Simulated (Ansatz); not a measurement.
Ansatz (an electronic-structure program) input (PBE0/def2-TZVP):

Ansatz 0.2 input:
```yaml
crystal:
  periodic: [false, false, false]
  atoms:
    - {symbol: C, position_ang: [-0.30641260, -1.52664441, -1.50512838]}
    - {symbol: Sn, position_ang: [0.00000000, 0.00000000, -0.00000000]}
    - {symbol: C, position_ang: [-0.09596537, 1.95561217, -0.92537287]}
    - {symbol: C, position_ang: [-1.54082216, -0.15885610, 1.51346460]}
    - {symbol: C, position_ang: [1.94320013, -0.27011166, 0.91703665]}
    - {symbol: H, position_ang: [-1.28195615, -1.40164953, -1.97470580]}
    - {symbol: H, position_ang: [-0.26040902, -2.51665554, -1.05172620]}
    - {symbol: H, position_ang: [0.46341123, -1.45738449, -2.27349433]}
    - {symbol: H, position_ang: [0.05688731, 2.73362630, -0.17761491]}
    - {symbol: H, position_ang: [-1.07008616, 2.10414948, -1.39103075]}
    - {symbol: H, position_ang: [0.67528122, 2.04841452, -1.68981928]}
    - {symbol: H, position_ang: [-2.52471116, -0.02461404, 1.06429492]}
    - {symbol: H, position_ang: [-1.50316403, -1.13962004, 1.98727452]}
    - {symbol: H, position_ang: [-1.39773769, 0.60486278, 2.27771077]}
    - {symbol: H, position_ang: [2.00441262, -1.25162778, 1.38681431]}
    - {symbol: H, position_ang: [2.72823287, -0.19235673, 0.16504619]}
    - {symbol: H, position_ang: [2.10983896, 0.49285505, 1.67725056]}
basis:
  gaussian:
    orbitals: def2-TZVP
hamiltonian:
  xc: {name: PBE0}
relax: {f_tol: 0.003, max_steps: 100}
```

Output:

```
Functional definition: PBE0
integrals: 0.21 GiB planned
1709 factors; their error is unknown
0.33 GiB of the device are held for the grids
1.51 GiB of device memory are held for the factors and their scratch space
mean field: 1.46 GiB planned
mean field evaluation 1: about -10152.8803 eV, gradient 9.2e1 eV
mean field evaluation 2: about -10147.2068 eV, gradient 9.8e1 eV
mean field evaluation 4: about -10171.8758 eV, gradient 2.3e0 eV
mean field evaluation 8: about -10171.8774 eV, gradient 7.4e-2 eV
mean field evaluation 16: about -10171.9273 eV, gradient 7.3e-6 eV
mean field -10171.92730428 eV, -373.8114336525 hartree, gradient 7.3e-6 eV, S^2 0.000000; 0 other end points of the search recorded, 0 dependent functions left out
the calculation of the forces begins
reference -10171.92734315 eV, -373.8114350809 hartree; 29, 29 occupied and 217, 217 virtual orbitals, 1709 factors
relax step   1: F+E_penalty+E_count = -10171.92730428 eV  Δ(F+E_penalty+E_count) = +0.000e0 eV  max|allowed force component| = 2.195e-1 eV/Å  Δτ_max = 0.0000 Å  (28 SCF iters, accepted)
these checks for a lower state are left out or cut short: starts, cluster_reference, orbital_swaps, neighbouring_geometries, increment
integrals: 0.21 GiB planned
1709 factors; their error is unknown
0.33 GiB of the device are held for the grids
1.51 GiB of device memory are held for the factors and their scratch space
mean field: 1.46 GiB planned
mean field -10171.93324811 eV, -373.8116520839 hartree, gradient 1.6e-5 eV, S^2 0.000000; 0 other end points of the search recorded, 0 dependent functions left out
the calculation of the forces begins
reference -10171.93328688 eV, -373.8116535088 hartree; 29, 29 occupied and 217, 217 virtual orbitals, 1709 factors
relax step   2: F+E_penalty+E_count = -10171.93324811 eV  Δ(F+E_penalty+E_count) = -5.944e-3 eV  max|allowed force component| = 2.328e-2 eV/Å  Δτ_max = 0.0194 Å  (29 SCF iters, accepted)
these checks for a lower state are left out or cut short: starts, cluster_reference, orbital_swaps, neighbouring_geometries, increment
integrals: 0.21 GiB planned
1709 factors; their error is unknown
0.33 GiB of the device are held for the grids
1.51 GiB of device memory are held for the factors and their scratch space
mean field: 1.46 GiB planned
mean field evaluation 32: about -10171.9342 eV, gradient 1.6e-5 eV
mean field -10171.93415061 eV, -373.8116852503 hartree, gradient 1.6e-5 eV, S^2 0.000000; 0 other end points of the search recorded, 0 dependent functions left out
the calculation of the forces begins
reference -10171.93418942 eV, -373.8116866767 hartree; 29, 29 occupied and 217, 217 virtual orbitals, 1709 factors
relax step   3: F+E_penalty+E_count = -10171.93415061 eV  Δ(F+E_penalty+E_count) = -9.025e-4 eV  max|allowed force component| = 1.207e-2 eV/Å  Δτ_max = 0.0065 Å  (31 SCF iters, accepted)
these checks for a lower state are left out or cut short: starts, cluster_reference, orbital_swaps, neighbouring_geometries, increment
integrals: 0.21 GiB planned
1709 factors; their error is unknown
0.33 GiB of the device are held for the grids
1.51 GiB of device memory are held for the factors and their scratch space
mean field: 1.46 GiB planned
mean field -10171.93416925 eV, -373.8116859351 hartree, gradient 1.6e-5 eV, S^2 0.000000; 0 other end points of the search recorded, 0 dependent functions left out
the calculation of the forces begins
reference -10171.93420807 eV, -373.8116873619 hartree; 29, 29 occupied and 217, 217 virtual orbitals, 1709 factors
relax step   4: F+E_penalty+E_count = -10171.93416925 eV  Δ(F+E_penalty+E_count) = -1.864e-5 eV  max|allowed force component| = 1.842e-3 eV/Å  Δτ_max = 0.0006 Å  (30 SCF iters, accepted)
integrals: 0.21 GiB planned
1709 factors; their error is unknown
0.33 GiB of the device are held for the grids
1.51 GiB of device memory are held for the factors and their scratch space
mean field: 1.46 GiB planned
mean field evaluation 64: about -10171.9342 eV, gradient 3.8e-4 eV
mean field -10171.93416925 eV, -373.8116859351 hartree, gradient 1.6e-5 eV, S^2 0.000000; 1 other end points of the search recorded, 0 dependent functions left out
the calculation of the forces begins
reference -10171.93420807 eV, -373.8116873619 hartree; 29, 29 occupied and 217, 217 virtual orbitals, 1709 factors
Total energy: -10171.93420807 eV, -373.8116873619 hartree
Atom 0 at    -0.304188    -1.515560    -1.494200 Å, force     0.000289     0.001438     0.001418 eV/Å
Atom 1 at     0.000000    -0.000000     0.000000 Å, force    -0.000000     0.000000    -0.000000 eV/Å
Atom 2 at    -0.095269     1.941413    -0.918654 Å, force     0.000090    -0.001842     0.000872 eV/Å
Atom 3 at    -1.529635    -0.157703     1.502476 Å, force     0.001452     0.000150    -0.001426 eV/Å
Atom 4 at     1.929091    -0.268150     0.910378 Å, force    -0.001831     0.000254    -0.000864 eV/Å
Atom 5 at    -1.280212    -1.393333    -1.966462 Å, force    -0.000642    -0.000083    -0.000452 eV/Å
Atom 6 at    -0.258741    -2.508256    -1.043552 Å, force    -0.000003    -0.000780     0.000125 eV/Å
Atom 7 at     0.465025    -1.449064    -2.265229 Å, force     0.000449    -0.000117    -0.000639 eV/Å
Atom 8 at     0.057399     2.722903    -0.172624 Å, force     0.000086     0.000693     0.000370 eV/Å
Atom 9 at    -1.069490     2.093473    -1.385949 Å, force    -0.000619     0.000299    -0.000389 eV/Å
Atom 10 at     0.675747     2.037742    -1.684716 Å, force     0.000472     0.000264    -0.000576 eV/Å
Atom 11 at    -2.516235    -0.023758     1.056075 Å, force    -0.000778     0.000067    -0.000122 eV/Å
Atom 12 at    -1.494764    -1.138680     1.978985 Å, force    -0.000139    -0.000630     0.000456 eV/Å
Atom 13 at    -1.389345     0.605672     2.269400 Å, force    -0.000073     0.000461     0.000637 eV/Å
Atom 14 at     1.993811    -1.250081     1.381778 Å, force     0.000243    -0.000642     0.000390 eV/Å
Atom 15 at     2.717577    -0.190889     0.160101 Å, force     0.000696     0.000020    -0.000374 eV/Å
Atom 16 at     2.099229     0.494271     1.672193 Å, force     0.000309     0.000449     0.000572 eV/Å
Dipole moment:     0.000000    -0.000000     0.000000 e Å
```
